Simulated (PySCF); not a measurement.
Al(H)(OH)(nPr) (C3H9AlO), SMILES CC[CH2][AlH][OH].

The structure is a stationary point at B3LYP-D3(BJ)/def2-SVP. One conformer was computed; it need not be the lowest.

The numbers are results of B3LYP-D3(BJ)/def2-SVP run with PySCF, not measurements.

Frequencies are harmonic and unscaled.

A small imaginary wavenumber (i) marks a very flat motion, where grid noise or a shallow saddle decides the sign.

```json
[
 {"mode": "1", "ν (cm⁻¹)": "18i", "IR (km/mol)": "0.2", "Raman (Å⁴/amu)": "0.1", "depolarisation": "0.75", "moving atoms (share of kinetic energy)": "H 37 %, O 26 %, C 20 %, Al 17 %"},
 {"mode": "2", "ν (cm⁻¹)": "89", "IR (km/mol)": "0.1", "Raman (Å⁴/amu)": "0.2", "depolarisation": "0.75", "moving atoms (share of kinetic energy)": "C 57 %, H 39 %"},
 {"mode": "3", "ν (cm⁻¹)": "105", "IR (km/mol)": "0.5", "Raman (Å⁴/amu)": "0.2", "depolarisation": "0.61", "moving atoms (share of kinetic energy)": "C 35 %, O 27 %, H 24 %, Al 15 %"},
 {"mode": "4", "ν (cm⁻¹)": "254", "IR (km/mol)": "6.3", "Raman (Å⁴/amu)": "2.2", "depolarisation": "0.54", "moving atoms (share of kinetic energy)": "C 38 %, O 29 %, Al 18 %, H 15 %"},
 {"mode": "5", "ν (cm⁻¹)": "259", "IR (km/mol)": "0.0", "Raman (Å⁴/amu)": "0.0", "depolarisation": "–", "moving atoms (share of kinetic energy)": "H 94 %"},
 {"mode": "6", "ν (cm⁻¹)": "330", "IR (km/mol)": "3.5", "Raman (Å⁴/amu)": "2.4", "depolarisation": "0.10", "moving atoms (share of kinetic energy)": "C 49 %, H 30 %, Al 21 %"},
 {"mode": "7", "ν (cm⁻¹)": "362", "IR (km/mol)": "15.2", "Raman (Å⁴/amu)": "0.9", "depolarisation": "0.75", "moving atoms (share of kinetic energy)": "H 91 %"},
 {"mode": "8", "ν (cm⁻¹)": "457", "IR (km/mol)": "173.5", "Raman (Å⁴/amu)": "1.5", "depolarisation": "0.75", "moving atoms (share of kinetic energy)": "H 84 %, O 8 %"},
 {"mode": "9", "ν (cm⁻¹)": "532", "IR (km/mol)": "205.5", "Raman (Å⁴/amu)": "4.1", "depolarisation": "0.70", "moving atoms (share of kinetic energy)": "H 89 %"},
 {"mode": "10", "ν (cm⁻¹)": "631", "IR (km/mol)": "90.6", "Raman (Å⁴/amu)": "1.2", "depolarisation": "0.74", "moving atoms (share of kinetic energy)": "H 74 %, C 17 %, Al 8 %"},
 {"mode": "11", "ν (cm⁻¹)": "660", "IR (km/mol)": "48.4", "Raman (Å⁴/amu)": "16.1", "depolarisation": "0.15", "moving atoms (share of kinetic energy)": "C 47 %, H 26 %, Al 22 %"},
 {"mode": "12", "ν (cm⁻¹)": "705", "IR (km/mol)": "108.4", "Raman (Å⁴/amu)": "9.0", "depolarisation": "0.73", "moving atoms (share of kinetic energy)": "H 81 %, O 15 %"},
 {"mode": "13", "ν (cm⁻¹)": "776", "IR (km/mol)": "3.3", "Raman (Å⁴/amu)": "0.6", "depolarisation": "0.75", "moving atoms (share of kinetic energy)": "H 86 %, C 13 %"},
 {"mode": "14", "ν (cm⁻¹)": "864", "IR (km/mol)": "141.1", "Raman (Å⁴/amu)": "2.5", "depolarisation": "0.16", "moving atoms (share of kinetic energy)": "O 44 %, Al 39 %, H 13 %"},
 {"mode": "15", "ν (cm⁻¹)": "903", "IR (km/mol)": "15.7", "Raman (Å⁴/amu)": "5.8", "depolarisation": "0.30", "moving atoms (share of kinetic energy)": "H 49 %, C 46 %"},
 {"mode": "16", "ν (cm⁻¹)": "977", "IR (km/mol)": "10.4", "Raman (Å⁴/amu)": "0.2", "depolarisation": "0.75", "moving atoms (share of kinetic energy)": "H 92 %"},
 {"mode": "17", "ν (cm⁻¹)": "1039", "IR (km/mol)": "7.5", "Raman (Å⁴/amu)": "3.6", "depolarisation": "0.54", "moving atoms (share of kinetic energy)": "C 57 %, H 42 %"},
 {"mode": "18", "ν (cm⁻¹)": "1079", "IR (km/mol)": "28.1", "Raman (Å⁴/amu)": "4.6", "depolarisation": "0.73", "moving atoms (share of kinetic energy)": "C 58 %, H 42 %"},
 {"mode": "19", "ν (cm⁻¹)": "1183", "IR (km/mol)": "7.7", "Raman (Å⁴/amu)": "11.9", "depolarisation": "0.17", "moving atoms (share of kinetic energy)": "H 60 %, C 39 %"},
 {"mode": "20", "ν (cm⁻¹)": "1222", "IR (km/mol)": "1.2", "Raman (Å⁴/amu)": "0.4", "depolarisation": "0.75", "moving atoms (share of kinetic energy)": "H 65 %, C 34 %"},
 {"mode": "21", "ν (cm⁻¹)": "1318", "IR (km/mol)": "0.0", "Raman (Å⁴/amu)": "10.2", "depolarisation": "0.75", "moving atoms (share of kinetic energy)": "H 91 %, C 8 %"},
 {"mode": "22", "ν (cm⁻¹)": "1353", "IR (km/mol)": "20.3", "Raman (Å⁴/amu)": "3.5", "depolarisation": "0.33", "moving atoms (share of kinetic energy)": "H 71 %, C 29 %"},
 {"mode": "23", "ν (cm⁻¹)": "1396", "IR (km/mol)": "2.9", "Raman (Å⁴/amu)": "2.3", "depolarisation": "0.74", "moving atoms (share of kinetic energy)": "H 78 %, C 22 %"},
 {"mode": "24", "ν (cm⁻¹)": "1425", "IR (km/mol)": "2.0", "Raman (Å⁴/amu)": "12.4", "depolarisation": "0.75", "moving atoms (share of kinetic energy)": "H 89 %, C 11 %"},
 {"mode": "25", "ν (cm⁻¹)": "1462", "IR (km/mol)": "0.4", "Raman (Å⁴/amu)": "24.7", "depolarisation": "0.74", "moving atoms (share of kinetic energy)": "H 95 %"},
 {"mode": "26", "ν (cm⁻¹)": "1468", "IR (km/mol)": "6.7", "Raman (Å⁴/amu)": "19.6", "depolarisation": "0.75", "moving atoms (share of kinetic energy)": "H 97 %"},
 {"mode": "27", "ν (cm⁻¹)": "1478", "IR (km/mol)": "2.5", "Raman (Å⁴/amu)": "2.0", "depolarisation": "0.75", "moving atoms (share of kinetic energy)": "H 93 %"},
 {"mode": "28", "ν (cm⁻¹)": "1914", "IR (km/mol)": "216.6", "Raman (Å⁴/amu)": "143.0", "depolarisation": "0.15", "moving atoms (share of kinetic energy)": "H 96 %"},
 {"mode": "29", "ν (cm⁻¹)": "2994", "IR (km/mol)": "8.7", "Raman (Å⁴/amu)": "127.1", "depolarisation": "0.10", "moving atoms (share of kinetic energy)": "H 95 %"},
 {"mode": "30", "ν (cm⁻¹)": "3010", "IR (km/mol)": "40.6", "Raman (Å⁴/amu)": "49.2", "depolarisation": "0.13", "moving atoms (share of kinetic energy)": "H 94 %"},
 {"mode": "31", "ν (cm⁻¹)": "3017", "IR (km/mol)": "28.9", "Raman (Å⁴/amu)": "161.1", "depolarisation": "0.01", "moving atoms (share of kinetic energy)": "H 97 %"},
 {"mode": "32", "ν (cm⁻¹)": "3027", "IR (km/mol)": "0.6", "Raman (Å⁴/amu)": "153.9", "depolarisation": "0.75", "moving atoms (share of kinetic energy)": "H 91 %, C 9 %"},
 {"mode": "33", "ν (cm⁻¹)": "3048", "IR (km/mol)": "31.2", "Raman (Å⁴/amu)": "14.4", "depolarisation": "0.75", "moving atoms (share of kinetic energy)": "H 91 %, C 9 %"},
 {"mode": "34", "ν (cm⁻¹)": "3098", "IR (km/mol)": "41.8", "Raman (Å⁴/amu)": "43.0", "depolarisation": "0.75", "moving atoms (share of kinetic energy)": "H 91 %, C 9 %"},
 {"mode": "35", "ν (cm⁻¹)": "3099", "IR (km/mol)": "36.9", "Raman (Å⁴/amu)": "107.3", "depolarisation": "0.66", "moving atoms (share of kinetic energy)": "H 91 %, C 9 %"},
 {"mode": "36", "ν (cm⁻¹)": "3919", "IR (km/mol)": "83.6", "Raman (Å⁴/amu)": "178.8", "depolarisation": "0.29", "moving atoms (share of kinetic energy)": "H 94 %"}
]
```
